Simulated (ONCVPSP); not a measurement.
**How hard is this Al ONCV potential?**

aluminium (Al), optimised norm-conserving Vanderbilt (ONCV), made with ONCVPSP 4.0.1 (revPBE, scalar-relativistic). Core [He], reference 2s2 2p6 3s2 3p1. Waves: 2s+3s: rc 0.90 bohr, ncon 3, nbas 7, qcut 17.4 1/bohr, 2 projectors; 2p+3p: rc 0.90 bohr, ncon 5, nbas 9, qcut 17.7 1/bohr, 2 projectors; d scattering state at 0.44 Ha: rc 0.95 bohr, ncon 4, nbas 9, qcut 10.9 1/bohr, 2 projectors, debl 1.3 Ha. Local part: polynomial inside 0.65 bohr (lpopt 4, dvloc0 0 Ha). Core correction: none.

Task: For each optimised wave give the share of its norm inside rc, the residual kinetic energy above qcut (Ha) and the cutoffs (Ha) for errors of 10, 1, 0.1 and 0.01 mHa per electron.

Result:

| wave | norm inside rc | residual KE | 10 mHa | 1 mHa | 0.1 mHa | 0.01 mHa |
| --- | --- | --- | --- | --- | --- | --- |
| 2s | 0.852 | 4.3e-09 | 58.4 | 82.5 | 101.6 | 116.8 |
| 3s | 0.029 | 4.8e-09 | 14.5 | 60.5 | 84.6 | 106.3 |
| 2p | 0.845 | 9.3e-07 | 93.0 | 113.4 | 130.7 | 143.8 |
| 3p | 0.017 | 1.2e-07 | 58.7 | 87.5 | 111.4 | 130.0 |
| d projector 1 | 0.015 | 4.4e-06 | 11.1 | 26.3 | 43.0 | 54.8 |
| d projector 2 | 0.054 | 3.0e-05 | 21.9 | 39.3 | 53.0 | 66.3 |

The occupied waves need 113 Ha and 131 Ha for 1 and 0.1 mHa. 1 of 4 tests not solved or not reliable.
